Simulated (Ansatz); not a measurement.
CH9AlSi3 can be A, `[SiH3][SiH2][SiH]1[CH2][AlH]1`, or B, `[SiH3]C[SiH]1[AlH][SiH2]1`.

Computed with Ansatz on PBE0-D4/def2-TZVP structures; ΔE is electronic, products minus reactants. CCSD(T)/CBS adds triple-zeta CCSD(T) − MP2 to the extrapolated MP2 energy (def2 sets, frozen cores). DFT in def2-TZVPP. B3LYP here is the variant with VWN-RPA as its local correlation; programs differ in this. One conformer a species, not always the lowest.

Which isomer does CCSD(T)/CBS put lower? Give the gap. (Best estimate.)

Ansatz gave: B, by 6.2 kcal/mol.

Give E(B) − E(A) in kcal/mol with MP2/def2-TZVPP, PBE-D4, HF/def2-TZVPP, B3LYP-D4, CCSD/def2-TZVPP, CCSD(T)/def2-TZVPP, r2SCAN-D4. (An estimate is asked.)

Computed: MP2/def2-TZVPP -6.8, PBE-D4 -6.3, HF/def2-TZVPP -4.8, B3LYP-D4 -5.1, CCSD/def2-TZVPP -6.1, CCSD(T)/def2-TZVPP -6.5, r2SCAN-D4 -6.2. None reverses the order clearly.

Largest T1 diagnostic: 0.014.

In def2-TZVPP, CCSD(T) changes the Hartree–Fock value by −1.7 kcal/mol (the triples alone add −0.4 kcal/mol) and MP2 by −2.1 kcal/mol.
